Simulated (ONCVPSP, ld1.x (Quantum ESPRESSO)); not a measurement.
## Potentials for tungsten (W) compared

Generated with ld1.x 7.5 (TM, RRKJ, ultrasoft, PAW), atompaw 4.2 or ONCVPSP 4.0.1. The cutoff is in Ry: for ld1.x and atompaw files where the sum of valence levels is converged to 10 mRy in a Bessel basis, for ONCV files where the hardest occupied wave has 1 mHa per electron of residual kinetic energy. The error is the largest all-electron minus pseudo excitation energy over each file’s own four to seven test configurations (ionisations up to +4, promotions, holes and added fractions of an electron), all of which were solved. The labels leave out finer settings (local radius, basis sizes, second energies), which also bear on the numbers. Spin-polarised tests are not counted. The rows are a selection from randomly drawn settings: files with unsolved tests, undetermined cutoffs or missed reference levels are left out.

A true bound ghost makes a file unfit for plane-wave use even where its test errors are small: the radial tests pick states by their node count and pass the ghost by.

| potential | cutoff (Ry) | largest error (meV) | bound ghosts |
| --- | --- | --- | --- |
| ONCV, PBE, scalar-relativistic, rc 1.95/1.85/2.25/1.85 (spdf), local f, core correction yes, reference 5s2 5p6 5d4 6s2, qcut 6.9/9.2/6/7, projectors 2/2/1/0 | 45 | -46 | none |
| TM, revPBE, fully relativistic, rc 2.40/1.55/1.55 (spd), local smoothed, core correction no, reference 5p6 5d4 6s0 6p0 | 50 | -306 | s |
| ONCV, PBEsol, scalar-relativistic, rc 1.60/1.65/2.45/0.75 (spdf), local smoothed, core correction yes, reference 4f14 5s2 5p6 5d4 6s2, qcut 7.9/9.2/6.5/20.6, projectors 3/2/1/2 | 400 | -343 | none |

Task: Fill in the row for W: ONCV, PBEsol, scalar-relativistic, rc 1.95/1.50/2.05 (spd), local smoothed, core correction no, reference 5s2 5p6 5d4.5 6s1.5, qcut 8.1/8/6.7, projectors 2/2/2.

Result: cutoff 50 Ry, largest error -15 meV, bound ghosts: none.

Task: Fill in the row for W: TM, PBE, scalar-relativistic, rc 2.20/3.45/1.95 (spd), local s, core correction yes, reference 5d4 6s1 6p1.

Result: cutoff 30 Ry, largest error -668 meV, bound ghosts: none.

Task: Fill in the row for W: ONCV, LDA (Perdew-Zunger), scalar-relativistic, rc 1.90/1.20/2.85/2.40 (spdf), local smoothed, core correction yes, reference 5s2 5p6 5d4 6s1.5, qcut 8.1/7.3/6.1/5.3, projectors 2/2/2/1.

Result: cutoff 63 Ry, largest error -13 meV, bound ghosts: none.
